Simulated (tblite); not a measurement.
Species: C8H7Br.
Bonds: Br1–C2, C2–C3 (double), C3–C4 (aromatic), C4–C5 (aromatic), C5–C6 (aromatic), C6–C7 (aromatic), C7–C8 (aromatic), C8–C9 (aromatic), C3–C9 (aromatic). Hydrogens: H10 on C2; H11 on C4; H12 on C5; H13 on C6; H14 on C7; H15 on C8; H16 on C9.

Computed with GFN2-xTB (tblite), gas phase: L-BFGS steps from a force-field or distance-geometry start until the largest atomic force falls under 0.01 eV/Å.

Geometry at step 6:
```
atom  x, y, z in Å
Br1     3.4533   -1.4911    0.6585
C2      2.4393    0.0623    0.3010
C3      1.1438    0.0275   -0.0592
C4      0.4696   -1.2350   -0.2754
C5     -0.8321   -1.5260   -0.1502
C6     -1.8883   -0.6281    0.2057
C7     -1.8890    0.7198    0.1731
C8     -0.8184    1.5905   -0.2077
C9      0.4868    1.2959   -0.3086
H10     2.9769    0.9789    0.4650
H11     1.1381   -2.0534   -0.4997
H12    -1.1162   -2.5647   -0.2785
H13    -2.8127   -1.1110    0.4763
H14    -2.8156    1.2149    0.4217
H15    -1.1015    2.6221   -0.3784
H16     1.1583    2.1063   -0.5548
```

Q: Give the atomic forces at this geometry.

A: 
```
atom  Fx (eV/Å)  Fy (eV/Å)  Fz (eV/Å)
 Br1      0.146      0.024      0.041
  C2     -0.008     -0.044      0.006
  C3      0.141      0.011      0.037
  C4      0.066     -0.052      0.046
  C5     -0.024      0.017      0.040
  C6     -0.105      0.009     -0.076
  C7     -0.025     -0.101     -0.045
  C8     -0.019      0.039      0.030
  C9     -0.047      0.053      0.027
 H10      0.090      0.010     -0.021
 H11      0.046     -0.080     -0.095
 H12     -0.061      0.096     -0.026
 H13     -0.174     -0.088      0.069
 H14     -0.073      0.084      0.032
 H15     -0.036     -0.025     -0.023
 H16      0.084      0.046     -0.045
```

The largest, 0.21 eV/Å, acts on H13; the rms over all components is 0.066 eV/Å. The forces sum to zero within rounding, as they must for an isolated molecule in no field.

Q: Give the force on H13 in Eh/bohr and in nN.

A: 0.207 eV/Å ÷ 51.422 = 0.00402 Eh/bohr, and 0.207 eV/Å × 1.602 = 0.33 nN.

Q: How far is this geometry from the end of the optimisation?

A: 0.025 eV above it, and 0.194 Å rms away after alignment. The bonds farthest from their final lengths, with half the difference of the two atoms' forces along the bond (positive lengthens):

```tsv
bond	now (Å)	final (Å)	force along bond (eV/Å)
C6–H13	1.077	1.083	+0.07
C4–C5	1.340	1.345	+0.04
C2=C3	1.345	1.350	-0.08
C4–H11	1.080	1.084	+0.02
C9–H16	1.081	1.084	+0.05
C7–H14	1.080	1.083	+0.07
```

The angle farthest from its final value is C4–C5–C6, 127.2° against 129.5°.

The cost below is that of the whole relaxation. Hardware: one thread, AMD EPYC 9R45 (x86_64), on a shared host. Cost: 0.34 s of wall time.
